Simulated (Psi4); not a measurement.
Reaction (SMILES): N#P (N-P) + H+ → [NH+]#P
B3LYP-D3(BJ)/def2-TZVP geometries, fixed; electronic energies without zero-point terms; positive where energy is released.
Largest species:
```xyz
3

N      0.0000     0.0000    -0.9047
P      0.0000     0.0000     0.5502
H      0.0000     0.0000    -1.9194
```
Charge +1, spin multiplicity 1.

Effect of the integral screening threshold at wB97X-V/cc-pV(T+d)Z with Psi4, against the last row, where the proton affinity is 199.95 kcal/mol. The proton sits at the site shown, which need not be the one that binds it best.

| setting | largest shift of a total energy (mEh) | shift of the proton affinity (kcal/mol) |
|---|---|---|
| ints_tolerance: 1e-6 | 0.000 | 0.000 |
| ints_tolerance: 1e-8 | 0.000 | 0.000 |
| ints_tolerance: 1e-10 | 0.000 | 0.000 |
| ints_tolerance: 1e-14 | 0.000 | 0.000 |

Within 0.02 kcal/mol in the proton affinity: ints_tolerance: 1e-6; ints_tolerance: 1e-8; ints_tolerance: 1e-10. The largest shift is 0.000 mEh in a total energy and 0.000 kcal/mol in the difference.
